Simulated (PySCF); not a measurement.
Spin-orbit coupling and the second ionisation energy along the 4d series

Two-component X2C-1e calculated with PySCF 2.14: MP2 on generalised Hartree-Fock spinors (GMP2), with spin-orbit coupling off and on (screened by Boettger's factors); no Breit or QED terms. Values in eV; the references (NIST) lie between the lowest levels. Elements whose determinants are no pure J levels are left out.

```tsv
element	configurations	spin-free	with spin-orbit	shift	reference
Tc (x2c-SVPall-2c, [Ar] 3d10 frozen)	[Kr] 4d5 5s1 → [Kr] 4d5	14.889	14.888	-0.001	15.26 (s)
Rh (x2c-SVPall-2c, [Ar] 3d10 frozen)	[Kr] 4d8 → [Kr] 4d7	17.518	17.469	-0.049	18.08 (s)
Pd (x2c-SVPall-2c, [Ar] 3d10 frozen)	[Kr] 4d9 → [Kr] 4d8	18.982	18.852	-0.131	19.43 ± 0.12 (s)
Ag (x2c-SVPall-2c, [Ar] 3d10 frozen)	[Kr] 4d10 → [Kr] 4d9	21.311	21.071	-0.240	21.484
Cd (x2c-SVPall-2c, [Ar] 3d10 frozen)	[Kr] 4d10 5s1 → [Kr] 4d10	16.333	16.336	0.002	16.908
```

Task: Estimate the missing row, Ru (x2c-SVPall-2c, [Ar] 3d10 frozen).

Result: The calculation gives spin-free 16.080; with spin-orbit 16.124; shift 0.045. The reference value is 16.76 ± 0.06 (s).

The largest shift is at Ag, -0.240 eV, where spin-orbit coupling lowers the species with fewer electrons by more than the one with more (starting occupations closed and 4d3/2^4 4d5/2^5).

What remains against the references is mostly the basis and correlation beyond MP2. References marked (s) are semi-empirical, (t) theoretical.
